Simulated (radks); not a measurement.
Dipole-allowed excitations along the series with 18 electrons in [Ar]. Calculated with a radial shooting solver on a logarithmic mesh with Libxc functionals: scalar-relativistic Kohn-Sham, LB94 model potential, spin-unpolarised, spherical densities, finite nucleus; Fermi nuclear charge, rms radius of each element as measured or else 0.836 A^(1/3) + 0.57 fm. Time-dependent linear response with the Hartree and adiabatic LDA kernel, continuum included through the Sternheimer equations, no spin-orbit coupling, so fine structure and intercombination lines are absent. Lines are the poles of the dipole polarisability below minus the highest occupied eigenvalue, found on a grid refined at the orbital gaps; the lowest seven at most are given, and weak or close lines can be missed. The first line takes the name of the lowest orbital gap if no other gap lies below it; otherwise a line is named after a gap within 0.6 % of it, if that gap stands alone.

| species | -e(HOMO) (eV) | lowest orbital gap (eV) | first line (eV) | f | static alpha (bohr^3) |
|---|---|---|---|---|---|
| Ti4+ | 98.323 | 3p-3d 36.387 | 48.058 (3p-3d) | 4.28 | 1.525 |
| V5+ | 127.11 | 3p-3d 40.929 | 54.239 (3p-3d) | 3.80 | 1.105 |
| Mn7+ | 194.13 | 3p-3d 49.783 | 65.761 (3p-3d) | 3.12 | 0.6384 |
| Fe8+ | 232.33 | 3p-3d 54.154 | 71.321 (3p-3d) | 2.87 | 0.5029 |
| Co9+ | 273.66 | 3p-3d 58.511 | 76.818 (3p-3d) | 2.66 | 0.4035 |

Estimate the first line of Cr6+, its oscillator strength and the static polarisability.

Answer. 60.092 eV (3p-3d), f = 3.43, alpha = 0.8285 bohr^3.
